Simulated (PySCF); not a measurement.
**Correlation energy of Ga²⁺ (gallium, charge +2)**

[Ar] 3d10 4s1, 2S determinant. Calculation: PySCF 2.14, in x2c-QZVPPall with one added diffuse shell each of s, p, d, f type (12s8p6d5f1g, 110 functions); scalar relativity by spin-free X2C-1e. Frozen: [Ne]; 19 electrons correlated.

MP2 pair energies summed by pair of shells (mhartree):

```json
{"pair": "3d-3d", "energy": "-400.72", "share (%)": "53.3"}
{"pair": "3p-3d", "energy": "-189.25", "share (%)": "25.2"}
{"pair": "3s-3d", "energy": "-51.83", "share (%)": "6.9"}
{"pair": "3p-3p", "energy": "-49.74", "share (%)": "6.6"}
{"pair": "3d-4s", "energy": "-31.31", "share (%)": "4.2"}
{"pair": "3s-3p", "energy": "-20.99", "share (%)": "2.8"}
{"pair": "3p-4s", "energy": "-4.19", "share (%)": "0.6"}
{"pair": "3s-3s", "energy": "-3.78", "share (%)": "0.5"}
{"pair": "3s-4s", "energy": "-0.57", "share (%)": "0.1"}
```

Total MP2 correlation energy: -752.39 mhartree.

Same-spin part -258.70 and opposite-spin part -493.69 mhartree; SCS-MP2 scales them by 1/3 and 6/5 to -678.66 mhartree.

This basis was not built for core-valence correlation, so the inner-shell part is incomplete.
